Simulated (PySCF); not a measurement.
CH$_{5}$MgNO, singlet, at a GFN2-xTB geometry (such geometries of metal compounds can be far from the true shape). Base run: PBE/6-31G, polarisability (PySCF).

Here is a job for PySCF.
```python
from pyscf import gto, scf, dft
from pyscf.prop import polarizability

mol = gto.Mole()
mol.atom = '''
    Mg    0.91986293    0.11420625    0.09575925
    O    -0.39551637   -0.26933166   -0.92112658
    C    -1.71280254   -0.49502796   -1.27611905
    H    -2.33890647    0.38407749   -1.07390941
    H    -1.75929014   -0.71125236   -2.35152557
    H    -2.13157079   -1.35229538   -0.73283989
    N     1.06622982    0.58732091    1.92059707
    H     0.61890244   -0.12127200    2.49420422
    H     0.54984709    1.44384201    2.09650707
'''
mol.basis = '6-31g'
mol.verbose = 4
mol.build()

mf = dft.RKS(mol)
mf.xc = 'pbe'
mf.kernel()
alpha = mf.Polarizability().polarizability()[2, 2]
print('alpha_zz =', alpha)
```

The base run was repeated with changes; each row names its change, and settings that it needs were set with it.

```json
[
 {"change": "base", "alpha_zz (bohr³)": "43.54", "basis functions": "50", "core-seconds (rough)": "10", "outcome": "converged"},
 {"change": "basis = 6-31+G*", "alpha_zz (bohr³)": "52.92", "basis functions": "86", "core-seconds (rough)": "20", "outcome": "converged"},
 {"change": "finite field (a.u.) = 0.05; conv_tol = 1e-11", "alpha_zz (bohr³)": "-", "basis functions": "50", "core-seconds (rough)": "-", "outcome": "not converged"},
 {"change": "functional = camb3lyp", "alpha_zz (bohr³)": "38.03", "basis functions": "50", "core-seconds (rough)": "20", "outcome": "converged"},
 {"change": "basis = cc-pVDZ", "alpha_zz (bohr³)": "(withheld)", "basis functions": "85", "core-seconds (rough)": "30", "outcome": "converged"},
 {"change": "functional = hf", "alpha_zz (bohr³)": "31.93", "basis functions": "50", "core-seconds (rough)": "1", "outcome": "converged"},
 {"change": "basis = def2-SVPD", "alpha_zz (bohr³)": "54.39", "basis functions": "124", "core-seconds (rough)": "40", "outcome": "converged"},
 {"change": "finite field (a.u.) = 0.001; conv_tol = 1e-11", "alpha_zz (bohr³)": "43.54", "basis functions": "50", "core-seconds (rough)": "20", "outcome": "converged"},
 {"change": "basis = def2-SVP", "alpha_zz (bohr³)": "(withheld)", "basis functions": "85", "core-seconds (rough)": "20", "outcome": "converged"},
 {"change": "functional = pbe0", "alpha_zz (bohr³)": "38.93", "basis functions": "50", "core-seconds (rough)": "20", "outcome": "converged"},
 {"change": "finite field (a.u.) = 0.005; conv_tol = 1e-11", "alpha_zz (bohr³)": "43.59", "basis functions": "50", "core-seconds (rough)": "10", "outcome": "converged"},
 {"change": "finite field (a.u.) = 2e-4; conv_tol = 1e-6", "alpha_zz (bohr³)": "67.81", "basis functions": "50", "core-seconds (rough)": "10", "outcome": "converged"}
]
```

Question: Some entries are withheld; supply them.

Answer: 
- basis = cc-pVDZ, alpha_zz (bohr³): 47.46
- basis = def2-SVP, alpha_zz (bohr³): 45.54

Finite-field rows take the second difference of the energy in a field along z; a small field with loose convergence shows SCF noise divided by the square of the field, and a large one adds hyperpolarisability.
